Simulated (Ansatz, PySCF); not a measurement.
Noncovalent pair: NH3 (SMILES N) (first 4 atoms) with CH5N (SMILES CN); geometry from B3LYP-D3(BJ)/def2-TZVP.
(charge 0, multiplicity 1):
```
atom    x (Å)    y (Å)    z (Å)
----  -------  -------  -------
N      0.3039  -0.1805   0.2000
H      0.1075   0.3243   1.0642
H      0.6198   0.4951  -0.4866
H     -0.5733  -0.5587  -0.1396
C     -0.0322  -0.6871   3.6376
N      0.1760   0.7051   3.2295
H      0.5086  -1.3397   2.9519
H     -1.0925  -0.9293   3.5515
H      0.2864  -0.9165   4.6621
H      1.1535   0.9582   3.3139
H     -0.3475   1.3393   3.8204
```

Basis-set superposition error: the interaction energy with monomers in their own basis, and in the dimer's basis (counterpoise).

The values were computed with Ansatz (a first-principles code); PySCF for 6-31G* rows, M06-2X. 

| level | uncorrected (kcal/mol) | counterpoise (kcal/mol) | difference |
|---|---|---|---|
| SVWN5/def2-TZVPPD | -6.40 | -6.26 | 0.14 |
| PBE/def2-TZVPPD | -3.41 | -3.29 | 0.12 |
| r2SCAN/def2-TZVPPD | -3.63 | -3.53 | 0.11 |
| B3LYP/def2-TZVPPD | -2.56 | -2.46 | 0.10 |
| PBE0/def2-TZVPPD | -3.29 | -3.20 | 0.09 |
| M06-2X/def2-TZVPPD | -3.80 | -3.70 | 0.10 |
| wB97X-V/def2-TZVPPD | -3.76 | -3.67 | 0.09 |
| wB97M-V/def2-TZVPPD | -3.79 | -3.68 | 0.11 |
| MP2/6-31G* | -5.02 | -3.11 | 1.90 |
| MP2/aug-cc-pVDZ | -4.48 | -3.31 | 1.17 |

The error is largest for MP2/6-31G* (1.90 kcal/mol) and smallest for wB97X-V/def2-TZVPPD (0.09 kcal/mol).
